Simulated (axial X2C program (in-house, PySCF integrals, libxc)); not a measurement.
Nuclear properties of GeBr⁺

Computed with an in-house all-electron X2C program for linear molecules (integrals from PySCF): two-component X2C with atomic mean-field Coulomb and Gaunt terms, Gaussian nuclei, basis Br dyall-cv3z, Ge dyall-cv3z with contracted cores.

R = 2.204 Å (near the PBE0 minimum at charge 1 of the determinant lowest at the starting distance; the state shown can have its own minimum elsewhere).

Determinant lowest in the PBE0 search, Ω = 0 (closed shell), highest spinor 82% Br p, 12% Ge p, 4% Ge d:

```
    level  qzz Br (a.u.)  qzz Ge (a.u.)
     PBE0           2.12          -3.94
       HF           2.73          -4.48
      PBE           1.79          -3.68
      LDA           1.75          -3.68
BHandHLYP           2.33          -4.14
```

qzz is the electric field gradient, eQq0 = 234.96 MHz × Q/barn × qzz. The operators were transformed with the bare-nucleus X2C matrices; with these basis sets, hyperfine constants and field gradients can be off by tens of per cent, and where levels differ in sign neither size nor sign is settled.

Q: With Q(79Br) = 0.3087 barn, Q(73Ge) = -0.196 barn (Q from Pyykkö, Mol. Phys. 2018), turn the PBE0 values of the first state into constants in MHz.

A: eQq0(79Br) = 234.96 × (0.3087) × (2.12) = 154 MHz; eQq0(73Ge) = 234.96 × (-0.196) × (-3.94) = 181 MHz.

Each state is one determinant with collinear spin. The search compared states at one distance, so a state with another bond length can lie lower.
